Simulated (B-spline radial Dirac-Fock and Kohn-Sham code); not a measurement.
## Photoionisation of phosphorus ions at Mo Kα (17479.3 eV)

Method: the independent-particle Dirac-Slater model, thresholds from Dirac-Fock. Computed with a radial B-spline solver. Cross sections in kb; a dash marks an empty subshell or a threshold above the photon energy.

| ion | configuration | total | 1s | 2s | 2p1/2 | 2p3/2 |
| --- | --- | --- | --- | --- | --- | --- |
| P⁵⁺ | [He] 2s2 2p6 | 0.3857 | 0.358 | 0.0253 | 0.000846 | 0.00160 |
| P⁸⁺ | [He] 2s2 2p3 | 0.3906 | 0.359 | 0.0298 | 0.000541 | 0.00102 |
| P¹⁴⁺ | 1s1 | 0.1876 | 0.188 | – | – | – |
